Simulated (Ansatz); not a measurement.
System: C₃H₇Br, charge 0, singlet. C3H7Br (2-bromopropane, SMILES CC(C)Br).
B3LYP-D3(BJ)/def2-TZVP minimum from Ansatz (a program for electronic structure):
```xyz
11

C     -0.8231    -1.8323    -0.1555
C      0.1400    -0.7736    -0.6490
C      1.5977    -1.1372    -0.4618
Br    -0.2324     0.9435     0.3042
H     -0.6680    -2.0367     0.9045
H     -0.6518    -2.7591    -0.7112
H     -1.8591    -1.5308    -0.3015
H     -0.0649    -0.5170    -1.6858
H      1.8214    -1.3218     0.5895
H      1.8136    -2.0511    -1.0232
H      2.2567    -0.3489    -0.8223
```
Charge 0, spin multiplicity 1.

Atomisation energy term by term, kcal/mol (programs: Ansatz). Radicals and triplets start from unrestricted determinants; spin-orbit coupling is neglected. Correlated methods leave the cores frozen (noble-gas shells, and filled d and f shells in the p block). No relativity. CBS(X,Y): correlation extrapolated as X^-3, Hartree-Fock from the larger set. A bracket is a step between two methods taken in the basis named. For partners of very few electrons the exact lower level stands in for a higher one. Spin-orbit terms, left out, reach several kcal/mol for Br and I, and more for heavier atoms.

```json
[
 {"term": "Hartree-Fock", "basis": "cc-pVQZ", "kcal/mol": "737.47"},
 {"term": "CCSD correlation", "basis": "CBS(cc-pVTZ,cc-pVQZ)", "kcal/mol": "225.12"},
 {"term": "(T)", "basis": "CBS(cc-pVTZ,cc-pVQZ)", "kcal/mol": "13.53"},
 {"term": "CCSDT(Q) - CCSD(T)", "basis": "cc-pVDZ", "kcal/mol": "0.41"},
 {"term": "sum: De", "basis": "", "kcal/mol": "976.5"}
]
```
